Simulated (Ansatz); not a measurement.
Consider the atomization: `[SiH3]C1B[SiH2]1` → B• + C• + 7 H• + 2 Si•.

Calculated with Ansatz (gas phase, PBE0-D4/def2-TZVP geometries, no zero-point term in ΔE). CBS: MP2 limit from def2 TZ/QZ plus the TZ coupled-cluster correction, frozen cores. This one scheme is used for every species, atoms too. DFT in def2-TZVPP. B3LYP here is the variant with VWN-RPA as its local correlation; programs differ in this. HSE06 is defined as in plane-wave codes. No spin–orbit coupling; open shells (•) take unrestricted orbitals. Spin–orbit coupling would lower the free atoms: a little for B, C, Si.

`[SiH3]C1B[SiH2]1`:

Cartesian coordinates in Å:
```
Si 0.137 -0.120 1.504
C -0.320 -0.654 -0.230
B 0.758 -0.658 -1.287
Si -0.295 0.969 -1.253
H -1.051 0.426 2.209
H 0.643 -1.294 2.265
H 1.206 0.912 1.472
H -1.033 -1.477 -0.130
H 1.388 -1.462 -1.892
H -0.085 2.152 -0.388
H -1.348 1.206 -2.271
```

| level | ΔE (eV) | difference from CCSD(T)/CBS |
| --- | --- | --- |
| LDA (SPW92) | 41.55 | 4.50 |
| PBE-D4 | 37.30 | 0.25 |
| revPBE-D4 | 36.66 | -0.39 |
| BLYP-D4 | 36.73 | -0.32 |
| r2SCAN-D4 | 37.36 | 0.31 |
| B97M-V | 37.53 | 0.48 |
| PBE0-D4 | 37.12 | 0.07 |
| B3LYP-D4 | 37.13 | 0.08 |
| r2SCAN0-D4 | 37.08 | 0.03 |
| HSE06-D4 | 37.13 | 0.08 |
| CAM-B3LYP-D4 | 37.23 | 0.18 |
| ωB97X-V | 37.39 | 0.34 |
| ωB97M-V | 37.29 | 0.24 |
| B2PLYP | 36.64 | -0.41 |
| PBE-QIDH | 36.97 | -0.08 |
| PBE | 37.04 | -0.01 |
| revPBE | 35.93 | -1.12 |
| r2SCAN | 37.30 | 0.25 |
| PBE0 | 36.90 | -0.15 |
| B3LYP | 36.71 | -0.34 |
| r2SCANh | 37.18 | 0.13 |
| r2SCAN0 | 37.01 | -0.04 |
| HSE06 | 36.93 | -0.12 |
| CAM-B3LYP | 37.01 | -0.04 |
| LC-ωPBE | 36.91 | -0.14 |
| HF/def2-SVP | 28.26 | -8.79 |
| MP2/def2-SVP | 35.04 | -2.01 |
| CCSD/def2-SVP | 34.61 | -2.44 |
| CCSD(T)/def2-SVP | 34.96 | -2.09 |
| HF/def2-TZVPP | 28.21 | -8.84 |
| MP2/def2-TZVPP | 36.31 | -0.74 |
| SCS-MP2/def2-TZVPP | 36.41 | -0.64 |
| CCSD/def2-TZVPP | 35.71 | -1.34 |
| CCSD(T)/def2-TZVPP | 36.16 | -0.89 |
| HF/def2-QZVPP | 28.26 | -8.79 |
| MP2/def2-QZVPP | 36.84 | -0.21 |
| SCS-MP2/def2-QZVPP | 37.01 | -0.04 |
| HF/CBS(def2) | 28.27 | -8.78 |
| MP2/CBS(def2) | 37.21 | 0.16 |
| CCSD/CBS(def2) | 36.61 | -0.44 |
| CCSD(T)/CBS | 37.05 | 0 |

Largest T1 diagnostic among the species: 0.014.

From BLYP to BHLYP (50 % exact exchange), in def2-TZVPP and without D4, ΔE moves by +0.12 eV. At CCSD(T), def2-SVP lies −2.09 eV from the extrapolated value and def2-TZVPP −0.90 eV: correlation converges slowly with the basis, and small sets miss more of it in the bonded molecule than in its fragments. In def2-TZVPP, CCSD(T) changes the Hartree–Fock value by +7.95 eV (the triples alone add +0.45 eV) and MP2 by +8.10 eV; breaking electron pairs costs correlation energy, which Hartree–Fock lacks.

For atomizations the MP2-based limit and the directly extrapolated one differ by several kJ/mol either way, and by 10 to 25 for some Ge, Se and Sn compounds, so smaller differences from it don't rank the levels.
